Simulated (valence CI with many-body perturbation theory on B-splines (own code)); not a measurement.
# Hyperfine factors and g values of Re XLV

Computed by valence CI with perturbative core correlation (CI+MBPT): three valence electrons over a frozen Dirac-Fock core [Ar] 3d10, a basis of 11 s, 11 p, 10 d, 8 f, 5 g, 2 h functions for each j, with the one-electron correlation potential Σ1, the two-electron term Σ2, the three-electron term Σ3, Breit, model QED; selected CI, second order for the rest, scaled by the run's own slope (own B-spline code, finite nucleus).

The last digits are not significant, and no measured levels were compared; by estimate large intervals hold to a few tenths of a per cent, small ones and those within an open d or f shell to about a per cent.

A/g_I is the dipole constant over the nuclear g factor μ/I (μ in nuclear magnetons, uniformly magnetised nucleus), B/Q the quadrupole constant per barn. Both hold the static response of the core; the bare values leave it out. Large factors of s and p1/2 electrons are usually good to 5 to 10 %; those of open d and f shells near neutrality can be off by tens of per cent, and small factors of p3/2, d and f electrons come from cancelling terms and can be off by a factor of two or in sign, in half-filled shells by more. B is blank for J = 1/2, where it vanishes, and for nearly pure S terms. Energies count from the lowest level.

Levels are named by their leading jj configuration (3d3/2^4 stands for four electrons in 3d with j = 3/2), which in mixed levels can hold well under half, so a name can repeat and another be missing. Letters in brackets count levels of one name in rising energy.

| Level | E (Ry) | g | A/g_I (MHz) | A/g_I bare | B/Q (MHz/b) | B/Q bare |
| --- | --- | --- | --- | --- | --- | --- |
| (4s^2 4p1/2) J=1/2 | 0.000 | 0.659 | 555000 | 538000 |  |  |
| (4s 4p1/2^2) J=1/2 | 7.301 | 2.183 | 1670000 | 1620000 |  |  |
| (4s^2 4p3/2) J=3/2 | 7.754 | 1.329 | 63300 | 60900 | 126000 | 122000 |
| (4s 4p1/2 4p3/2) J=3/2 [a] | 14.064 | 1.656 | 398000 | 385000 | 102000 | 99200 |
| (4s 4p1/2 4p3/2) J=5/2 | 14.694 | 1.357 | 486000 | 470000 | 89400 | 86600 |
| (4s 4p1/2 4p3/2) J=3/2 [b] | 15.584 | 0.979 | 11500 | 11100 | 81900 | 79400 |
| (4s 4p1/2 4p3/2) J=1/2 | 15.767 | 1.238 | -593000 | -574000 |  |  |
| (4s^2 4d3/2) J=3/2 | 19.834 | 0.819 | 21500 | 21800 | 16100 | 16000 |
| (4s^2 4d5/2) J=5/2 | 21.113 | 1.271 | 106000 | 104000 | 8250 | 8310 |
| (4s 4p3/2^2) J=5/2 | 22.549 | 1.358 | 309000 | 299000 | 55300 | 53700 |
| (4p1/2^2 4p3/2) J=3/2 | 22.902 | 1.324 | 57900 | 56600 | 118000 | 114000 |
| (4s 4p3/2^2) J=1/2 | 23.518 | 1.900 | 1710000 | 1660000 |  |  |
| (4s 4p3/2^2) J=3/2 | 23.788 | 1.194 | -259000 | -250000 | -26700 | -25900 |
| (4s 4p1/2 4d3/2) J=3/2 [a] | 25.585 | 0.500 | -154000 | -149000 | 26200 | 25700 |
| (4s 4p1/2 4d3/2) J=5/2 | 26.116 | 1.040 | 446000 | 432000 | 4280 | 4580 |
| (4s 4p1/2 4d3/2) J=1/2 | 27.098 | 0.393 | -692000 | -669000 |  |  |
| (4s 4p1/2 4d3/2) J=3/2 [b] | 27.183 | 1.301 | 431000 | 418000 | 16600 | 16200 |
| (4s 4p1/2 4d5/2) J=5/2 [a] | 27.822 | 1.352 | 157000 | 153000 | 20600 | 20300 |
| (4s 4p1/2 4d5/2) J=7/2 | 28.217 | 1.248 | 325000 | 316000 | 1140 | 1540 |
| (4s 4p1/2 4d5/2) J=5/2 [b] | 28.614 | 1.077 | 32400 | 32200 | 21500 | 21100 |
| (4s 4p1/2 4d5/2) J=3/2 | 28.644 | 1.174 | -322000 | -310000 | -5000 | -4590 |
| (4p1/2 4p3/2^2) J=5/2 | 30.656 | 1.143 | 148000 | 144000 | 27700 | 27000 |
| (4p1/2 4p3/2^2) J=3/2 | 30.684 | 1.342 | -66000 | -63200 | 27000 | 26300 |
| (4p1/2 4p3/2^2) J=1/2 | 31.080 | 0.660 | 544000 | 526000 |  |  |
| (4s^2 4f5/2) J=5/2 | 33.624 | 0.883 | -32900 | -31200 | 42800 | 41000 |
| (4s 4p3/2 4d3/2) J=7/2 | 33.934 | 1.195 | 148000 | 144000 | 89400 | 86400 |
| (4s 4p3/2 4d3/2) J=3/2 [a] | 33.972 | 1.327 | 251000 | 243000 | -6780 | -6820 |
| (4s 4p3/2 4d3/2) J=1/2 [a] | 33.976 | 2.308 | 875000 | 847000 |  |  |
| (4s 4p3/2 4d3/2) J=5/2 [a] | 34.008 | 1.241 | 287000 | 278000 | 12900 | 12400 |
| (4p1/2^2 4d3/2) J=3/2 | 34.160 | 0.771 | 31700 | 30800 | 22000 | 21700 |
| (4s^2 4f7/2) J=7/2 | 34.558 | 1.239 | 142000 | 138000 | 22900 | 21900 |
| (4s 4p3/2 4d5/2) J=9/2 | 34.812 | 1.329 | 219000 | 213000 | 154000 | 149000 |
| (4s 4p3/2 4d3/2) J=3/2 [b] | 35.012 | 0.986 | 10000 | 10300 | -70000 | -67700 |
| (4s 4p3/2 4d3/2) J=1/2 [b] | 35.668 | 0.587 | 225000 | 219000 |  |  |
| (4s 4p3/2 4d5/2) J=5/2 [a] | 35.679 | 1.349 | 337000 | 327000 | -68600 | -66300 |
| (4s 4p3/2 4d5/2) J=3/2 [a] | 35.976 | 1.184 | -114000 | -109000 | -71800 | -69500 |
| (4s 4p3/2 4d3/2) J=5/2 [b] | 36.000 | 0.951 | -76200 | -73200 | 71900 | 70000 |
| (4s 4p3/2 4d5/2) J=7/2 [a] | 36.198 | 1.185 | 40000 | 39200 | 129000 | 125000 |
| (4p1/2^2 4d5/2) J=5/2 | 36.226 | 1.192 | 4330 | 5680 | 18100 | 17900 |
| (4s 4p3/2 4d5/2) J=7/2 [b] | 36.981 | 1.206 | 79500 | 77700 | 66200 | 64500 |

(1) Take the isotope of mass number 187, with I = 5/2, μ = 3.209 μN and Q = 1.94 b. What is the hyperfine structure of (4s^2 4p3/2) J=3/2?

## Answers

(1) From the table A = 81300 MHz, B = 245000 MHz. Shifts from the centre of gravity in MHz: F = 1: -255000, F = 2: -289000, F = 3: -155000, F = 4: 366000.
